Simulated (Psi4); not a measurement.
C6H6, charge +1, doublet, at a GFN2-xTB geometry (a state made from the parent by changing its charge; the spin is typed, not shown lowest); B3LYP/6-31G* in Psi4 1.11.

Psi4 was given this input:
```
memory 2 GB

molecule {
1 2
C    -0.01688515    1.36947427    0.00961642
C     1.19379954    0.67131572    0.00390052
C     1.23406477   -0.71230281    0.09409357
C     0.01688515   -1.36947427   -0.00961642
C    -1.19379954   -0.67131572   -0.00390052
C    -1.23406477    0.71230281   -0.09409357
H    -0.01954353    2.44190082    0.18080582
H     2.12430322    1.20778904   -0.15663252
H     2.16826329   -1.25109082    0.10012212
H     0.01954353   -2.44190082   -0.18080582
H    -2.12430322   -1.20778904    0.15663252
H    -2.16826329    1.25109082   -0.10012212
}

set {
  basis 6-31g*
  reference uks
}

energy('b3lyp')
print_variables()
```

It wrote (shortened):

```
   => Loading Basis Set <=

    Name: 6-31G*
    Role: ORBITAL
    Keyword: BASIS

         ---------------------------------------------------------
                                   SCF
               by Justin Turney, Rob Parrish, Andy Simmonett
                          and Daniel G. A. Smith
                              UKS Reference
         ---------------------------------------------------------

  ==> Geometry <==

    Molecular point group: ci
    Full point group: Ci

    Geometry (in Angstrom), charge = 1, multiplicity = 2:

       Center              X                  Y                   Z               Mass
    ------------   -----------------  -----------------  -----------------  -----------------
         C           -0.016885150000     1.369474270000     0.009616420000    12.000000000000
         C            1.193799540000     0.671315720000     0.003900520000    12.000000000000
         C            1.234064770000    -0.712302810000     0.094093570000    12.000000000000
         C            0.016885150000    -1.369474270000    -0.009616420000    12.000000000000
         C           -1.193799540000    -0.671315720000    -0.003900520000    12.000000000000
         C           -1.234064770000     0.712302810000    -0.094093570000    12.000000000000
         H           -0.019543530000     2.441900820000     0.180805820000     1.007825032230
         H            2.124303220000     1.207789040000    -0.156632520000     1.007825032230
         H            2.168263290000    -1.251090820000     0.100122120000     1.007825032230
         H            0.019543530000    -2.441900820000    -0.180805820000     1.007825032230
         H           -2.124303220000    -1.207789040000     0.156632520000     1.007825032230
         H           -2.168263290000     1.251090820000    -0.100122120000     1.007825032230

  Running in ci symmetry.

  Rotational constants: A =      0.19890  B =      0.18462  C =      0.09603 [cm^-1]
  Rotational constants: A =   5962.91903  B =   5534.68356  C =   2878.99083 [MHz]
  Nuclear repulsion =  204.191276478446923

  Charge       = 1
  Multiplicity = 2
  Electrons    = 41
  Nalpha       = 21
  Nbeta        = 20

  ==> Algorithm <==

  SCF Algorithm Type is DF.
  DIIS enabled.
  MOM disabled.
  Fractional occupation disabled.
  Guess Type is SAD.
  Energy threshold   = 1.00e-06
  Density threshold  = 1.00e-06
  Integral threshold = 1.00e-12

  ==> Primary Basis <==

  Basis Set: 6-31G*
    Blend: 6-31G*
[...]

   @Spin Contamination Metric:   1.414325997E-02
   @S^2 Expected:                7.500000000E-01
   @S^2 Observed:                7.641432600E-01
   @S   Expected:                5.000000000E-01
   @S   Observed:                5.000000000E-01

    Orbital Energies [Eh]
    ---------------------

    Alpha Occupied:

[...]
    Alpha Virtual:

[...]
    Beta Occupied:

[...]
    Beta Virtual:

[...]
      51Au     4.395132

    Final Occupation by Irrep:
             Ag    Au
    DOCC [    10,   10 ]
    SOCC [     1,    0 ]
    NA   [    11,   10 ]
    NB   [    10,   10 ]

  @DF-UKS Final Energy:  -231.91544031757564

   => Energetics <=

    Nuclear Repulsion Energy =            204.1912764784469232
    One-Electron Energy =                -705.7525614939298748
    Two-Electron Energy =                 297.5449024214966585
    DFT Exchange-Correlation Energy =     -27.8990577235893475
    Empirical Dispersion Energy =           0.0000000000000000
    VV10 Nonlocal Energy =                  0.0000000000000000
    Total Energy =                       -231.9154403175756443

  UHF NO Occupations:
  HONO-2 :   10 Ag 1.9979193
  HONO-1 :   10 Au 1.9957079
  HONO-0 :   11 Ag 1.0000000
  LUNO+0 :   11 Au 0.0042921
  LUNO+1 :   12 Ag 0.0020807
  LUNO+2 :   12 Au 0.0002454
  LUNO+3 :   13 Ag 0.0001054

Computation Completed

Properties will be evaluated at   0.000000,   0.000000,   0.000000 [a0]

Properties computed using the SCF density matrix

 Multipole Moments:

 ------------------------------------------------------------------------------------
     Multipole            Electronic (a.u.)      Nuclear  (a.u.)        Total (a.u.)
 ------------------------------------------------------------------------------------

 L = 1.  Multiply by 2.5417464519 to convert [e a0] to [Debye]
 Dipole X            :          0.0000000            0.0000000            0.0000000
 Dipole Y            :          0.0000000            0.0000000            0.0000000
 Dipole Z            :          0.0000000            0.0000000            0.0000000
 Magnitude           :                                                    0.0000000

 ------------------------------------------------------------------------------------

  Variable Map:
  ----------------------------------------------------------------------------
[...]
  Array Variable Map:
  ----------------------------------------------------------------------------
[...]
[...]
```
